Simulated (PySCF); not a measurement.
PySCF input for C₅H₉F, SMILES C[C@H](F)C1CC1, PBE-D3(BJ)/def2-SVP. The structure is a stationary point at PBE-D3(BJ)/def2-SVP. The structure was generated by enumeration; whether it is a known compound was not checked. Other conformers were not sampled.

```python
import numpy as np
from pyscf import gto, scf, dft, df
from pyscf.hessian import thermo

mol = gto.M(
    atom='''
    C     1.88410515    0.57450939    0.42302128
    C     0.62126229   -0.27124643    0.39750834
    F     0.96920353   -1.57635709    0.01741931
    C    -0.43599000    0.25145265   -0.54220720
    C    -1.86823537   -0.19502951   -0.38184295
    C    -1.47834190    1.21930920   -0.02708644
    H     2.63747487    0.13079668    1.10280472
    H     2.32460596    0.63567936   -0.59260205
    H     1.65779410    1.60302708    0.76765622
    H     0.18674013   -0.33905928    1.42369023
    H    -0.07339555    0.40894156   -1.57292632
    H    -2.09306089   -0.89378629    0.43975003
    H    -2.46220774   -0.36508908   -1.29258858
    H    -1.44118360    1.49351120    1.03997063
    H    -1.79639993    2.03922085   -0.68888676
    ''',
    basis='def2-SVP',
    charge=0,
    spin=0,
    max_memory=1600,
    verbose=3,
)
mf = dft.RKS(mol, xc='pbe').density_fit(auxbasis='def2-universal-jkfit')
mf.disp = 'd3bj'
mf.grids.level = 3
mf.conv_tol = 1e-11
mf.max_cycle = 100
mf.kernel()

# [left out here: the lines that compute and print the analytic Hessian (its translational invariance restored by hand, since the grid's response is missing), thermochemistry and intensities]
```

It prints:

```
converged SCF energy = -295.187477551108

WARN: DFTD3 does not support analytical Hessian, using finite difference


WARN: Mole.unit (angstrom) is changed to Bohr

Mode                                 0                   1                   2
Irrep
Freq [cm^-1]                       85.0167            189.8896            234.5484
Reduced mass [au]                   2.9536              2.4616              1.1177
Force const [Dyne/A]                0.0126              0.0523              0.0362
Char temp [K]                     122.3201            273.2089            337.4629
Normal mode                   x     y     z       x     y     z       x     y     z
       0   C                 0.08 -0.04 -0.06   -0.07  0.05 -0.07    0.00  0.01 -0.04
       1   C                 0.02  0.05  0.01   -0.01 -0.04 -0.01    0.01 -0.01  0.03
       2   F                -0.08  0.01  0.05    0.06 -0.04  0.06    0.01 -0.01  0.03
       3   C                 0.03  0.08  0.01   -0.01 -0.03 -0.01   -0.00 -0.01  0.04
       4   C                 0.06 -0.05 -0.08   -0.05  0.06 -0.09   -0.02  0.01 -0.04
       5   C                -0.07 -0.05  0.06    0.06 -0.01  0.09   -0.01  0.01 -0.02
       6   H                 0.06 -0.05 -0.05   -0.04  0.19 -0.00    0.21 -0.26 -0.45
       7   H                 0.06 -0.13 -0.07   -0.06 -0.05 -0.07   -0.31  0.44 -0.15
       8   H                 0.15  0.00 -0.12   -0.15  0.07 -0.20    0.09 -0.13  0.45
       9   H                 0.04  0.12  0.02   -0.01 -0.02 -0.00    0.06 -0.01  0.05
      10   H                 0.05  0.20  0.04    0.01  0.06  0.01    0.03 -0.01  0.05
      11   H                 0.08 -0.15 -0.16   -0.14 -0.02 -0.18   -0.09  0.02 -0.05
      12   H                 0.11 -0.01 -0.12   -0.03  0.23 -0.13    0.04  0.02 -0.08
      13   H                -0.13 -0.14  0.09    0.08 -0.16  0.13   -0.07 -0.00 -0.01
      14   H                -0.12 -0.02  0.13    0.12  0.10  0.20    0.05  0.02 -0.03
Mode                                 3                   4                   5
Irrep
Freq [cm^-1]                      285.2440            342.7750            469.3252
Reduced mass [au]                   2.4392              2.9607              3.2533
Force const [Dyne/A]                0.1169              0.2050              0.4222
Char temp [K]                     410.4026            493.1769            675.2545
Normal mode                   x     y     z       x     y     z       x     y     z
       0   C                -0.04  0.04  0.03   -0.06  0.09 -0.03    0.06  0.03  0.02
       1   C                -0.03  0.03 -0.08    0.02 -0.04  0.06    0.01  0.06  0.04
       2   F                -0.06 -0.01  0.04   -0.10 -0.04 -0.05   -0.07  0.09 -0.04
       3   C                 0.02  0.01 -0.13    0.06  0.00  0.07   -0.01 -0.12  0.01
       4   C                 0.06 -0.03  0.04    0.08 -0.02  0.00   -0.06 -0.03 -0.02
       5   C                 0.08 -0.03  0.05    0.04  0.00 -0.01    0.09 -0.06  0.00
       6   H                -0.03 -0.06 -0.04    0.06  0.30 -0.02    0.02 -0.03  0.03
       7   H                -0.03  0.25  0.05   -0.13  0.11 -0.06    0.08 -0.02  0.02
       8   H                -0.07 -0.04  0.23   -0.25  0.07 -0.11    0.14  0.05  0.02
       9   H                -0.11  0.09 -0.11    0.07 -0.07  0.08    0.05  0.08  0.06
      10   H                -0.02  0.03 -0.14    0.12 -0.02  0.09   -0.00 -0.23 -0.00
      11   H                 0.21 -0.10  0.02    0.06  0.00  0.02   -0.24 -0.02 -0.07
      12   H                -0.09  0.03  0.12    0.13 -0.07 -0.02    0.01  0.09 -0.09
      13   H                 0.26 -0.07  0.05   -0.03  0.04 -0.02    0.16 -0.15  0.02
      14   H                -0.06 -0.02  0.13    0.08 -0.03 -0.07    0.13  0.02  0.09
Mode                                 6                   7                   8
Irrep
Freq [cm^-1]                      486.0063            739.5818            796.5668
Reduced mass [au]                   2.8667              1.1507              1.3777
Force const [Dyne/A]                0.3990              0.3708              0.5151
Char temp [K]                     699.2549           1064.0935           1146.0822
Normal mode                   x     y     z       x     y     z       x     y     z
       0   C                 0.10  0.08  0.04   -0.04 -0.02 -0.02   -0.04 -0.02 -0.04
       1   C                 0.10 -0.01 -0.08   -0.01  0.01 -0.06   -0.00  0.01 -0.08
       2   F                -0.03 -0.09  0.01   -0.00  0.02  0.01   -0.00  0.03  0.01
       3   C                -0.03 -0.01  0.01   -0.01 -0.01  0.04   -0.02 -0.02  0.07
       4   C                -0.07  0.02 -0.01    0.03 -0.02 -0.02    0.00 -0.04 -0.00
       5   C                -0.06  0.00 -0.01    0.03  0.02 -0.01    0.06 -0.01  0.04
       6   H                 0.04  0.15  0.15   -0.13 -0.09  0.04   -0.23 -0.15  0.09
       7   H                 0.27  0.25  0.12    0.07  0.02  0.03    0.20  0.08  0.07
[...]
      11   H                 0.07  0.05  0.07   -0.08 -0.05 -0.09    0.22  0.09  0.20
      12   H                 0.07  0.08 -0.06   -0.08 -0.10  0.08    0.07  0.21 -0.17
      13   H                 0.03 -0.09  0.03   -0.03  0.12 -0.04    0.12 -0.27  0.11
      14   H                 0.03 -0.06 -0.09   -0.03  0.07  0.12   -0.02 -0.13 -0.26
Mode                                30                  31                  32
Irrep
Freq [cm^-1]                     2932.2808           2978.7227           3059.6549
Reduced mass [au]                   1.0857              1.0363              1.0541
Force const [Dyne/A]                5.5001              5.4174              5.8139
Char temp [K]                    4218.8992           4285.7188           4402.1622
Normal mode                   x     y     z       x     y     z       x     y     z
       0   C                -0.00  0.00  0.01    0.04  0.03 -0.00    0.00 -0.00 -0.00
       1   C                 0.03  0.01 -0.07   -0.00 -0.00 -0.00   -0.00 -0.00  0.00
       2   F                 0.00 -0.00  0.00   -0.00  0.00  0.00   -0.00 -0.00 -0.00
       3   C                 0.00 -0.00  0.00   -0.00  0.00  0.00    0.00 -0.00  0.00
       4   C                -0.00 -0.00  0.00    0.00  0.00  0.00    0.01  0.01 -0.00
       5   C                -0.00  0.00  0.00   -0.00 -0.00 -0.00   -0.01  0.05  0.03
       6   H                -0.02  0.02 -0.02   -0.36  0.22 -0.33    0.00 -0.00  0.00
       7   H                 0.02  0.00 -0.04   -0.23 -0.03  0.56   -0.00 -0.00  0.01
       8   H                 0.01 -0.03 -0.01    0.12 -0.51 -0.17   -0.00  0.01  0.00
       9   H                -0.37 -0.07  0.88    0.00  0.00 -0.00    0.00  0.00 -0.01
      10   H                 0.01  0.01 -0.04    0.00  0.00 -0.01    0.02  0.01 -0.04
      11   H                -0.00  0.00 -0.01   -0.00 -0.00  0.00   -0.04 -0.14  0.17
      12   H                -0.00 -0.00  0.00    0.00 -0.00 -0.00   -0.10 -0.03 -0.16
      13   H                -0.00 -0.00 -0.01    0.00  0.00  0.00   -0.03 -0.16 -0.70
      14   H                -0.00 -0.00  0.00    0.00  0.00 -0.00    0.17 -0.42  0.37
Mode                                33                  34                  35
Irrep
Freq [cm^-1]                     3065.4381           3072.9982           3076.4888
Reduced mass [au]                   1.0590              1.1012              1.0928
Force const [Dyne/A]                5.8631              6.1266              6.0941
Char temp [K]                    4410.4829           4421.3602           4426.3824
Normal mode                   x     y     z       x     y     z       x     y     z
       0   C                 0.00 -0.00  0.00   -0.01  0.02  0.07    0.00 -0.01 -0.04
       1   C                 0.00  0.00 -0.00   -0.00 -0.00  0.00    0.00 -0.00 -0.01
       2   F                 0.00 -0.00  0.00    0.00 -0.00 -0.00   -0.00  0.00  0.00
       3   C                 0.00  0.00 -0.01    0.01  0.01 -0.03    0.02  0.01 -0.07
       4   C                 0.04  0.05 -0.00   -0.00 -0.00  0.00   -0.01 -0.01  0.00
       5   C                 0.00 -0.02 -0.01   -0.00  0.00  0.00   -0.00  0.00  0.01
       6   H                -0.01  0.01 -0.01   -0.19  0.12 -0.16    0.11 -0.07  0.10
       7   H                 0.00  0.00 -0.01    0.26  0.04 -0.60   -0.13 -0.02  0.31
       8   H                -0.00  0.00  0.00    0.10 -0.43 -0.13   -0.04  0.18  0.06
       9   H                -0.00 -0.00  0.01    0.02  0.00 -0.04   -0.02 -0.00  0.06
      10   H                -0.05 -0.02  0.15   -0.13 -0.06  0.39   -0.27 -0.12  0.79
      11   H                -0.13 -0.43  0.52    0.01  0.04 -0.05    0.02  0.07 -0.08
      12   H                -0.32 -0.08 -0.51    0.02  0.00  0.03    0.03  0.00  0.04
      13   H                 0.01  0.05  0.21   -0.00 -0.01 -0.05   -0.01 -0.02 -0.08
      14   H                -0.05  0.13 -0.12    0.01 -0.02  0.01    0.01 -0.01  0.01
Mode                                36                  37                  38
Irrep
Freq [cm^-1]                     3080.1460           3150.1113           3160.9937
Reduced mass [au]                   1.1041              1.1197              1.1169
Force const [Dyne/A]                6.1718              6.5462              6.5753
Char temp [K]                    4431.6442           4532.3088           4547.9661
Normal mode                   x     y     z       x     y     z       x     y     z
       0   C                 0.05 -0.07  0.03    0.00 -0.00 -0.00    0.00  0.00  0.00
       1   C                 0.00 -0.00  0.00    0.00 -0.00 -0.00   -0.00 -0.00  0.00
       2   F                -0.00  0.00  0.00    0.00 -0.00  0.00    0.00  0.00 -0.00
       3   C                 0.00  0.00 -0.00    0.00 -0.00 -0.00   -0.00 -0.00  0.00
       4   C                -0.00 -0.00  0.00    0.01 -0.01  0.05    0.02 -0.02  0.07
       5   C                -0.00  0.00  0.00   -0.02  0.03 -0.07    0.01 -0.02  0.05
       6   H                -0.49  0.29 -0.45   -0.00  0.00 -0.00   -0.00  0.00 -0.00
       7   H                 0.04 -0.01 -0.08   -0.00  0.00  0.00    0.00  0.00 -0.00
       8   H                -0.12  0.56  0.19   -0.00  0.00  0.00   -0.00 -0.00 -0.00
       9   H                 0.00  0.00 -0.01   -0.00 -0.00  0.00    0.00  0.00 -0.01
      10   H                -0.01 -0.01  0.03   -0.00  0.00  0.01    0.02  0.01 -0.06
      11   H                 0.00  0.01 -0.01    0.07  0.21 -0.25    0.11  0.33 -0.39
      12   H                 0.01  0.00  0.01   -0.21 -0.06 -0.32   -0.32 -0.09 -0.50
      13   H                -0.00 -0.00 -0.01    0.01  0.12  0.48   -0.01 -0.08 -0.31
      14   H                 0.00 -0.00  0.00    0.18 -0.46  0.38   -0.11  0.29 -0.24
temperature 298.1500 [K]
pressure 101325.00 [Pa]
Rotational constants [GHz] 6.06050 2.56511 1.98445
Symmetry number 1
Zero-point energy (ZPE) 0.12650 [Eh]   332116.404 [J/mol]
                           tot       elec      trans        rot        vib
Entropy [J/mol/K]       334.365      0.000    164.604    111.906     57.855
Cv [J/mol/K]            102.740      0.000     12.472     12.472     77.797
Cp [J/mol/K]            111.055      0.000     20.786     12.472     77.797
Internal energy [J/mol]                      3718.434   3718.434 342248.001
Internal energy [Eh]   -295.05429  -295.18748
Enthalpy [J/mol]                             6197.391   3718.434 342248.001
Enthalpy [Eh]          -295.05335
Gibbs free energy [J/mol]                  -42879.154 -29646.479 324998.527
Gibbs free energy [Eh] -295.09132
mode   freq/cm-1   IR/(km/mol)
   1       85.02         0.629
   2      189.89         1.009
   3      234.55         0.018
   4      285.24         0.950
   5      342.78         3.228
   6      469.33         6.003
   7      486.01         2.766
   8      739.58         0.728
   9      796.57         0.923
  10      807.86         4.208
  11      880.53        10.579
  12      931.57         8.663
  13      945.25        31.045
  14      963.68        12.827
  15     1012.20         2.715
  16     1023.42         2.752
  17     1079.01        11.121
  18     1082.75        51.983
  19     1105.62        27.993
  20     1138.44         0.063
  21     1186.04        13.832
  22     1196.64         1.382
  23     1269.76         4.656
  24     1306.84         4.752
  25     1341.83        21.311
  26     1378.56        22.079
  27     1387.61         4.120
  28     1407.43        10.122
  29     1418.94         0.983
  30     1455.74         2.971
  31     2932.28        35.776
  32     2978.72        10.235
  33     3059.65        11.534
  34     3065.44         8.962
  35     3073.00         5.426
  36     3076.49        16.335
  37     3080.15        13.096
  38     3150.11         0.909
  39     3160.99         8.901
max |gradient| / (hartree/bohr): 0.00012106570727015158
APT charges: [-0.0393  0.6805 -0.5218 -0.0643 -0.0084  0.0094 -0.0086  0.001   0.0115
 -0.0755 -0.0125  0.0123  0.0039  0.0077  0.004 ]
```

The run converged.
